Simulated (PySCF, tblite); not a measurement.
Species: C3H11FPSi2 (doublet state).
Geometry (GFN2-xTB, Å), atoms numbered from 1 in this order:
```
atom  x, y, z in Å
C1    -3.0203    0.3227   -0.2181
C2    -1.7835   -0.4771    0.1736
C3    -0.5427   -0.0088   -0.5812
Si4    0.9915   -1.0470   -0.1826
F5     0.6994   -2.5568   -0.6813
P6     2.7364   -0.2913   -1.3528
Si7    3.3473    1.4704   -0.1540
H8    -3.2259    0.2090   -1.2803
H9    -2.8732    1.3805   -0.0094
H10   -3.8903   -0.0191    0.3381
H11   -1.9547   -1.5343   -0.0361
H12   -1.6132   -0.3785    1.2475
H13   -0.7394   -0.0637   -1.6551
H14   -0.3578    1.0427   -0.3541
H15    1.2218   -1.2387    1.2481
H16    3.6387   -1.1702   -0.7868
H17    2.5835    2.6361   -0.6136
H18    4.7737    1.7304   -0.3781
```

Jobs on this species (18 atoms, 81 electrons) with PySCF (density fitting) and tblite. Hardware of each: one thread, Arm Neoverse V1 (aarch64), no GPU (shared host). Times come from a shared host and carry two figures at best.

| level and settings | work | basis functions | SCF cycles | wall time |
| --- | --- | --- | --- | --- |
| GFN2-xTB | Hessian by finite differences | – | – | 0.83 s |
| GFN2-xTB | L-BFGS relaxation | – | – | ? |
| UKS B3LYP, pcH-1 on C F H P Si, non-relativistic, mean-field spin-orbit, GIAO | unrestricted SCF, g, hyperfine, density and orbital grids written | 315 | 12 | 2.5 min |

Task: Fill in the missing figures.

Result: 
- GFN2-xTB; L-BFGS relaxation: 2.0 s

Task: What do all jobs in the table cost together?

Result: About 2.5 min; the longest takes about 98 % of that, and about 180 times as long as the shortest.
